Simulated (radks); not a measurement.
Ionisation of the lead ion Pb+, [Hg] 6p1, to [Hg] as the strength of local exchange is varied. Method: scalar-relativistic Kohn-Sham, Slater X-alpha exchange (alpha = 2/3 is LDA exchange), no correlation, spin-polarised, spherical densities, point nucleus; open shells are filled with parallel spins first (spin-orbit coupling, left out, can overturn this in heavy ions); computed with a radial shooting solver on a logarithmic mesh with Libxc functionals.

| alpha | E(Pb+) (hartree) | exchange (hartree) | IE (eV) | -e of the level emptied (eV) | <r> of it (bohr) |
|---|---|---|---|---|---|
| 0.56 | -20802.9938 | -306.8567 | 12.023 | 8.668 (6p) | 3.152 |
| 0.647 | -20851.0155 | -355.3762 | 12.757 | 9.378 (6p) | 3.067 |
| 0.667 | -20862.0712 | -366.5623 | 12.929 | 9.545 (6p) | 3.049 |
| 0.74 | -20902.4759 | -407.4932 | 13.566 | 10.166 (6p) | 2.984 |
| 0.805 | -20938.5206 | -444.0730 | 14.145 | 10.734 (6p) | 2.930 |
| 0.815 | -20944.0716 | -449.7119 | 14.235 | 10.823 (6p) | 2.921 |
| 1.017 | -21056.5262 | -564.2588 | 16.112 | 12.683 (6p) | 2.770 |

NIST Atomic Spectra Database: 15.032 eV (measured). The Delta-SCF value meets it near alpha = 0.90. Open shells are spherical and high-spin; term and fine-structure splittings are not resolved. Spin-orbit splitting is averaged out at the scalar-relativistic level.
